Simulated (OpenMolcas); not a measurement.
Ne3+: effect of the IPEA shift

```json
{"Program": "OpenMolcas 26.06", "Basis": "ANO-RCC-VTZP [4s3p2d1f]", "Scalar Hamiltonian": "DKH2, point nucleus", "Active space": "5 electrons in 4 orbitals (2s 2p)", "State averaging": "2S+1 = 4 odd, 1 root; 2S+1 = 2 odd, 8 roots kept (CI in the orbitals of an earlier block); 2S+1 = 4 even, 3 roots; 2S+1 = 2 even, 6 roots kept (CI in the orbitals of an earlier block)", "Spin-orbit coupling": "state interaction with AMFI integrals over the reference wave functions, term energies averaged over their components"}
```

Methods on the same reference wave functions:
A. CASSCF
B. SS-CASPT2, IPEA 0 Eh, imaginary shift 0.1 Eh (closed shells correlated: 1s)
C. SS-CASPT2, IPEA 0.25 Eh, imaginary shift 0.1 Eh (closed shells correlated: 1s)

Energies in cm-1 above 2s2 2p3 4S* 3/2, the measured ground level; measured values from Moore, Atomic Energy Levels, vol. I, NSRDS-NBS 35 (1971 reprint of NBS Circular 467, 1949).

| Level | A | B | C | Measured |
| --- | --- | --- | --- | --- |
| 2s2 2p3 4S* 3/2 | 0.0 | 0.0 | 0.0 | 0.0 |
| 2s2 2p3 2D* 3/2 | 45177 | 42410 | 42360 |  |
| 2s2 2p3 2D* 5/2 | 45210 | 42440 | 42390 |  |
| 2s2 2p3 2P* 1/2 | 63248 | 63610 | 63390 |  |
| 2s2 2p3 2P* 3/2 | 63260 | 63620 | 63400 |  |
| 2s 2p4 4P 5/2 | 184489 | 184590 | 184300 | 183860 |
| 2s 2p4 4P 3/2 | 185049 | 185150 | 184860 | 184477 |
| 2s 2p4 4P 1/2 | 185379 | 185480 | 185190 | 184799 |
| 2s 2p4 2D 3/2 | 266572 | 255970 | 256330 |  |
| 2s 2p4 2D 5/2 | 266574 | 255980 | 256330 |  |

Deviations, from unrounded energies. A percentage is the sum of absolute deviations over the sum of measured energies, with the sign that they share, or ± where signs differ.

```tsv
Against measurement	Levels	A	B	C
mean absolute deviation (cm-1)	3	590	690	410
other configurations (%)	3	+0.3	+0.4	+0.2
```

C lies closest to measurement on these levels and B furthest from it. The largest miss of C in the table is 2s 2p4 4P 5/2, by +440 cm-1. The ranking rests on the paired levels alone, and a cruder setting can come out closer through cancelling errors.

Between B and C the level of the table that moves most is 2s 2p4 2D 3/2, by 360 cm-1 (lowest in B, highest in C). Moves below CASPT2's spread within the term are not significant.

From A to B the spin-free energies of the other terms of 2s2 2p3 shown, above 4S*, scale by factors of 0.94 to 1.01.

The lowest spin-free term lies below A's lowest term by 0.126 hartree in B, 0.122 hartree in C.

CASPT2 does not keep the components of a term degenerate, so their means are used; among the terms shown or strongly mixed into the levels shown the widest spread is 140 cm-1 (2s 2p4 2D, C). Terms from blocks run as CI alone lack orbitals of their own. Computed and measured levels are paired by configuration, term and J; levels that our copy of the source lacks, or whose pairing is in doubt (as where it misses far off the trend of its configuration), stay unpaired and out of the deviations. Only configurations of the active space appear. The table leaves out levels that lie high or whose names do not pair safely across all columns.

* marks odd parity.
